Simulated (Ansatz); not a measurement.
Consider the redistribution: `NB(O[SiH3])O[SiH3]` + `CB(C)S` → `NB(S)O[SiH3]` + `CB(C)O[SiH3]`.

Isolated molecules relaxed with PBE0-D4/def2-TZVP in Ansatz; ΔE leaves out vibrations. CCSD(T)/CBS adds triple-zeta CCSD(T) − MP2 to the extrapolated MP2 energy (def2 sets, frozen cores). DFT in def2-TZVPP. B3LYP here is the variant with VWN-RPA as its local correlation; programs differ in this. One conformer a species, not always the lowest.

(1) Is it downhill or uphill in electronic energy at CCSD(T)/CBS, and by how much? (Estimate.)

(2) What do these levels give: B3LYP-D4, ωB97M-V, BLYP, r2SCAN, LC-ωPBE, MP2/CBS(def2)? (Best estimate.)

Largest T1 diagnostic among the species: 0.012.

## Answers

(1) Ansatz gave: Uphill: ΔE = +4.8 kcal/mol.

(2) Ansatz gave: B3LYP-D4 4.6, ωB97M-V 4.5, BLYP 4.4, r2SCAN 5.0, LC-ωPBE 4.4, MP2/CBS(def2) 4.7 kcal/mol.

At CCSD(T), def2-SVP lies +0.8 kcal/mol from the extrapolated value and def2-TZVPP +0.2 kcal/mol. From BLYP to BHLYP (50 % exact exchange), in def2-TZVPP and without D4, ΔE moves by +0.7 kcal/mol. Leaving LDA and LC-ωPBE aside and taking each functional with its dispersion term where it has one, the values, not all of them listed here, spread over 1.1 kcal/mol, from BLYP-D4 to r2SCAN0-D4.
